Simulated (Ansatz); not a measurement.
Problem. Name a neutral molecule of C, N, O, Sc, Si and H with HOMO energy (PBE/def2-TZVPP) between -5.65 and -5.35 eV and LUMO energy (PBE/def2-TZVPP) between -2.60 and -2.30 eV (Ansatz, PBE0-D4/def2-TZVP geometry).

Solution. `[CH3][Sc]([NH2])[O][SiH3]` (-5.58 eV, -2.59 eV). Other molecules can fit too; these were computed, each in one conformer that needn't be the lowest.
